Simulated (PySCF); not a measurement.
The multiplicity is imposed and other spin states were not computed.

[Mo(CO)5(C2H4)] (charge 0, multiplicity 1)

Method: TPSSh-D3(BJ)/def2-TZVP // BP86-D3(BJ)/def2-SVP in PySCF.

```yaml
HOMO: -6.25 eV
dipole_moment: 2.99 D
LUMO: -2.22 eV
HOMO–LUMO gap: 4.03 eV
charge on the central atom (Mulliken): -0.19 e
mean C–O bond length of the carbonyls: 2.194 bohr
total_energy: -713.9149 Ha
cost: roughly 80 core-minutes
```

```xyz
17

Mo     0.0496     0.0695    -0.0057
O      1.9473    -1.7928    -1.8034
C      1.2564    -1.1255    -1.1509
O      1.8742     2.5780    -0.6406
C      1.2047     1.6563    -0.4063
O     -1.8720     1.8989     1.8001
C     -1.1820     1.2302     1.1481
O     -1.6210     0.8946    -2.6222
C     -1.0316     0.5792    -1.6747
O      1.9608    -0.4176     2.5304
C      1.2592    -0.2605     1.6205
C     -0.9219    -1.9362     1.0205
C     -1.6951    -1.6527    -0.1000
H     -0.1415    -2.7118     0.9819
H     -1.2591    -1.6369     2.0250
H     -2.6561    -1.1251     0.0005
H     -1.5385    -2.1999    -1.0425
```
